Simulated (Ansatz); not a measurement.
Geometry optimisation, RKS PBE0-D4/def2-SVP in Ansatz.

The input (input.yaml):

```yaml
crystal:
  periodic: [false, false, false]
  atoms:
    - { symbol: Al, position_ang: [0.103043, 0.448155, -0.482196] }
    - { symbol: O, position_ang: [-0.072351, -0.004607, 2.433253] }
    - { symbol: H, position_ang: [-1.014715, -0.12286, 2.592254] }
    - { symbol: H, position_ang: [1.421495, -0.133346, -1.084961] }
    - { symbol: F, position_ang: [-1.395548, -0.195641, -0.757367] }
    - { symbol: F, position_ang: [0.086542, 1.906448, 0.353853] }
    - { symbol: H, position_ang: [-0.001965, 0.96035, 2.250965] }
basis:
  gaussian: { orbitals: def2-SVP }
hamiltonian:
  xc: pbe0
  dispersion: d4
relax:
  f_tol: 0.03
  max_steps: 50
```

Run as:

```bash
$ ansatz run input.yaml --threads 1 --pin off --max-ram 2048MiB --backend cpu --events-out ev --progress --plain --runs-dir out
```

Problem. Where does it end, and by what steps?

Solution. The run converged. After 10 steps the energy has fallen by 0.853 eV; H3 moved furthest, 0.61 Å. Joined: Al1–O2 (2.96 → 1.98 Å).

```csv
step,energy less start (eV),largest force component (eV/Å),accepted
0,0.0000,0.880,yes
1,-0.2265,1.327,yes
2,-0.4960,1.541,yes
3,-0.7233,1.091,yes
4,-0.8096,0.498,yes
5,-0.8358,0.304,yes
6,-0.8447,0.099,yes
7,-0.8480,0.146,yes
8,-0.8480,0.288,yes
9,-0.8532,0.034,yes
10,-0.8535,0.016,yes
```

```xyz
7
Properties=species:S:1:pos:R:3
Al 0.083 0.455 -0.068
O -0.023 0.087 1.878
H -0.894 -0.315 2.023
H 1.336 -0.249 -0.702
F -1.447 -0.193 -0.328
F 0.114 2.117 0.193
H -0.042 0.956 2.309
```

Whether the end is a true minimum wasn't checked by a vibrational analysis.

Time of the run: 47 s on 1 thread of Arm Neoverse N1, with other jobs on the host, peak memory 0.16 GiB.
